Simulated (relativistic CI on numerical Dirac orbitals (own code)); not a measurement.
Sensitivity of the levels of Sn XXIX to α and to the nuclear radius

Calculated at this level of theory: Dirac-Coulomb-Breit CI, orbitals from a KLI potential per configuration, derivatives by finite differences, unscaled Slater integrals, QED left out (own radial code, finite nucleus).

Configuration list (outside the closed core [Ne] 3s2): 3p6 3d4, 3p5 3d5, 3p6 3d3 4p, 3p6 3d2 4s 4p, 3p6 3d2 4s2, 3p6 3d 4s2 4p. Double excitations out of closed p, d and f shells are left out; levels of such configurations are missing from the list, as are those of other unlisted configurations, and high levels can miss mixing partners.

With x = (α/α₀)² − 1 an excitation energy changes as ω = ω₀ + qx; K = 2q/ω₀ is the relative enhancement. Terms are leading LS components, so labels can repeat. The field-shift factor is F = δν/δ⟨r²⟩ for the transition from the lowest level.

Lowest level 3p6 3d4 5D_0.

```csv
Level,ω₀ (cm⁻¹),q (cm⁻¹),F (GHz/fm²)
3p6 3d4 5D_1,42656,73360,0.534
3p6 3d4 5D_2,73910,108600,0.812
3p6 3d4 5D_3,94500,118600,0.914
3p6 3d4 5D_4,100332,91120,0.758
3p6 3d4 5D_0,144949,128100,1.06
3p6 3d4 3H_4,149947,129400,1.09
3p6 3d4 3G_3,175807,118700,1.07
3p6 3d4 3F_2,180894,111500,1.03
3p6 3d4 3H_5,184119,138300,1.21
3p6 3d4 3P_1,193801,149800,1.29
3p6 3d4 3H_6,196352,141100,1.25
3p6 3d4 3G_4,219439,149900,1.35
3p6 3d4 3D_2,229037,148000,1.35
```

At this charge energies of transitions that change n are usually good to better than 1 %, and those within a shell (Δn = 0) to a few per cent. Terms inside the open d or f shell come out 10 to 20 % too wide with unscaled integrals.

(1) Which transition from the lowest level has the largest |K|?

Answers

(1) 3p6 3d4 5D_1 at 42656 cm⁻¹, K = 3.44.
